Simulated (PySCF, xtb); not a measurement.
GeH₂Br₂, SMILES [Br][GeH2][Br].

GFN2-xTB in xtb 6.7.1 at its own geometry gives an orbital gap of 5.89 eV and a dipole moment of 4.49 D.

Geometry: B3LYP-D3(BJ)/def2-SVP.

### Question
What does PBE/def2-TZVPD in PySCF give? (Estimate from the structure and the level; the computed values follow.)

### Answer
gap 4.81 eV (levels -7.26 and -2.45 eV), dipole 1.66 D.
